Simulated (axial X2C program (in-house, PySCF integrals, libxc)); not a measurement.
# Potential curves of MnCl⁻, with spin–orbit coupling

Computed with an axial X2C code built on PySCF integrals. Two-component (2c) means X2C with spin–orbit coupling and atomic mean-field two-electron Coulomb and Gaunt terms. Basis: Mn dyall-acv3z [10s11p7d4f2g], Cl dyall-av3z [9s8p3d2f] (cores contracted in-house); Gaussian nuclei, density fitting, unrestricted open shells. Masses: Mn 54.938 u, Cl 34.969 u.

State: Ω = 5/2 (⟨Sz⟩ = 2.50, ⟨Lz⟩ = 0.00 at PBE). Energies in eV from the fragments at the same level (Mn + Cl-). Fits are polynomials in 1 − R0/R over 0.85 to 1.23 times the lowest point R0.

| R (Å) | PBE |
| --- | --- |
| 2.1612 | -1.5366 |
| 2.2325 | -1.6025 |
| 2.3037 | -1.6233 |
| 2.3750 | -1.6118 |
| 2.4581 | -1.5702 |
| 2.5413 | -1.5087 |
| 2.6481 | -1.4131 |

Occupations by symmetry block were frozen at the best pattern of an incomplete PBE0 search. Dissociation energies refer to the lowest single-determinant-based atoms at the same level and basis. Density functionals use the spin component along the axis (collinear). With several unpaired electrons one determinant need not be a pure state. The highest occupied level of some functionals is positive through self-interaction error; at Hartree–Fock it is bound. This is the top spin component of a Σ state; components of lower Ω are not single determinants and can lie lower.

**Question.** What are Re, ωe and De at the PBE level?

**Answer.** At PBE, 2c: Re = 2.310 Å, ωe ≈ 279 cm⁻¹, De = 1.62 eV to Mn + Cl-; Be follows as 0.148 cm⁻¹.
